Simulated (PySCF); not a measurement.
A GIAO shielding run with PySCF 2.14 (density fitting, non-relativistic, gas phase) on SMILES [Si@@H]1(NC)CC[C@H](C)[SiH2]1, C$_{5}$H$_{15}$NSi$_{2}$:

```
$ OMP_NUM_THREADS=1 python probes_run.py task.json out

{"job": {"kind": "nmr", "xc": "PBE0", "basis": "pcSseg-1"}, "charge": 0, "multiplicity": 1}
C     -3.419268    -0.087828     0.443052
N     -2.364533     0.337311    -0.444315
Si    -0.997319     1.226028     0.116036
C      0.264219     1.280048    -1.317493
C      1.220042     0.094726    -1.181468
C      1.811127    -0.014493     0.228559
C      2.753120    -1.208031     0.333021
Si     0.352671    -0.053334     1.479738
H     -4.148970     0.705067     0.643962
H     -3.948379    -0.943124     0.018632
H     -2.975165    -0.386151     1.391028
H     -2.720557     0.544611    -1.366490
H     -1.322479     2.608869     0.538228
H      0.836708     2.206085    -1.253888
H     -0.197432     1.265613    -2.304453
H      0.679700    -0.828525    -1.410535
H      2.029781     0.183685    -1.914481
H      2.397908     0.894396     0.412815
H      3.564559    -1.132699    -0.391709
H      2.215129    -2.134953     0.142972
H      3.188997    -1.267083     1.328086
H     -0.026315    -1.450220     1.746890
H      0.801706     0.483731     2.771892
```

Hardware: 1 thread of an Arm Neoverse N1, shared host. The job also computes population analyses, field gradients, ring-centre shieldings.

(1) How large is the calculation?

(2) How long does it take, and how much memory does it need?

## Answers

(1) 80 electrons, 225 basis functions and 1207 auxiliary functions.

(2) 83 s of wall time, with 12 SCF cycles and 5 response iterations; peak memory 0.95 GiB. Times on a shared host scatter by some tens of per cent.
